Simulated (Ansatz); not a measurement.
Total energies of SiEt(NHMe)3 (C₅H₁₇N₃Si) from Ansatz at PBE0-D4/def2-TZVP, gas phase (1 Eh = 27.2114 eV = 2625.5 kJ/mol). The reference geometry is relaxed at PBE-D4/def2-SVP.

```xyz
26

Si   -0.047   -0.017   -0.060
C     1.724    0.619   -0.294
C     2.567    0.530    0.985
H     1.647    1.675   -0.635
H     2.218    0.075   -1.130
H     3.586    0.951    0.852
H     2.083    1.082    1.818
H     2.679   -0.520    1.324
N    -0.983    0.673    1.242
C    -1.581    1.994    1.244
H    -0.835    0.274    2.171
H    -0.985    2.762    1.797
H    -1.675    2.347    0.196
H    -2.606    1.995    1.685
N     0.043   -1.694    0.436
C     0.907   -2.705   -0.139
H    -0.824   -2.076    0.825
H     0.487   -3.223   -1.037
H     1.867   -2.248   -0.459
H     1.169   -3.495    0.601
N    -0.890    0.425   -1.528
C    -2.258    0.054   -1.835
H    -0.326    0.658   -2.347
H    -2.355   -0.875   -2.449
H    -2.810   -0.124   -0.889
H    -2.803    0.863   -2.374
```

```
                 state   geometry  energy (Eh)
      charge 0 singlet  reference   -654.20379
      charge 1 doublet  reference   -653.91673
     charge -1 doublet  reference   -654.13387
free Si atom (triplet)          –   -289.24943
 free C atom (triplet)          –    -37.80537
 free H atom (doublet)          –     -0.50104
 free N atom (quartet)          –    -54.54382
```

Problem. Work out the vertical ionisation energy to the doublet.

Solution. E(charge 1 doublet) − E(charge 0 singlet) = -653.91673 − (-654.20379) = 0.28706 Eh = 7.81 eV. For comparison, −ε of the highest occupied level is 6.12 eV at this level, 1.69 eV less.

Problem. Work out the vertical electron affinity, to the doublet.

Solution. E(charge 0 singlet) − E(charge -1 doublet) = -654.20379 − (-654.13387) = -0.06992 Eh = -1.90 eV; negative, so the extra electron isn't bound. The basis lacks diffuse functions, which makes affinities too small.

Problem. Give the fundamental gap IE − EA, the Mulliken electronegativity (IE + EA)/2 and the hardness (IE − EA)/2.

Solution. From the values in Eh: IE − EA = 0.28706 − (-0.06992) = 0.35698 Eh = 9.71 eV; (IE + EA)/2 = 2.95 eV; (IE − EA)/2 = 4.86 eV. The HOMO–LUMO gap of the same run is 6.90 eV, 2.81 eV smaller than the fundamental gap.

Problem. What is the binding energy per atom against free atoms?

Solution. Atoms: 1 × (-289.24943) + 5 × (-37.80537) + 17 × (-0.50104) + 3 × (-54.54382) = -650.42542 Eh. Binding: -650.42542 − (-654.20379) = 3.77837 Eh = 102.81 eV, or 3.95 eV for each of 26 atoms (no zero-point energy, no counterpoise term).

At PBE0-D4/def2-TZVP the highest occupied level of the charge -1 doublet lies above zero (up to 3.09 eV). By energy differences it is unbound by 1.90 eV (vertical, against the charge 0 singlet, at PBE0-D4/def2-TZVP) and held by the finite basis.
